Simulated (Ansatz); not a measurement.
System: sum formula KOH (charge +1, doublet). 
Coordinates optimised at B3LYP-D3(BJ)/def2-TZVP (Ansatz, a program for electronic structure):
```xyz
3

K      0.0000     0.0000    -0.8976
O      0.0000     0.0000     1.7862
H      0.0000     0.0000     2.7639
```
Charge +1, spin multiplicity 2.

Basis-set convergence of Hartree-Fock and MP2 correlation energies (hartree) with Ansatz. Cores are frozen in the correlated levels unless marked. UHF or UKS for open shells. Spin-orbit coupling is left out. The frozen core is the preceding noble-gas configuration, with the filled d and f shells of earlier blocks. The outer core of K, Ca and their heavier congeners is not correlated, a term that matters for these elements. No relativistic terms.

| basis | functions | E(HF) | E(corr, MP2) |
|---|---|---|---|
| def2-SVPD | 58 | -674.28421 | -0.15692 |
| def2-TZVPPD | 93 | -674.44892 | -0.19869 |
| def2-QZVPPD | 169 | -674.46325 | -0.21592 |

Extrapolating the two largest sets (X = 3 and 4) as X^-3: E(corr) = (64·(-0.21592) - 27·(-0.19869))/37 = -0.2285 Eh, an estimate of the basis-set limit. The largest set recovers 94.5 % of it, the smallest 68.7 %.
